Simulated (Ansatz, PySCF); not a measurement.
This singlet lies 0.50 eV below the relaxed triplet at the level frozen-core CCSD(T)/cc-pVTZ // PBE0-D3(BJ)/def2-TZVP (Ansatz, a quantum-chemistry and plane-wave program).

Z-matrix (Å, degrees):
```
C
S 1 1.6118
H 2 1.3711 1 103.29
Si 1 1.8597 2 117.07 3 180.00
H 4 1.4860 1 105.69 2 121.94
H 4 1.4860 5 109.60 1 -113.48
H 4 1.4947 5 108.78 6 -118.80
```
Charge 0, spin multiplicity 1.

### Question
Predict the total energy, dipole moment and HOMO from PBE0-D3(BJ)/def2-TZVP run with PySCF.

### Answer

```json
{
 "total_energy": "-727.8151 Ha",
 "dipole_moment": "1.60 D",
 "HOMO": "-6.36 eV"
}
```
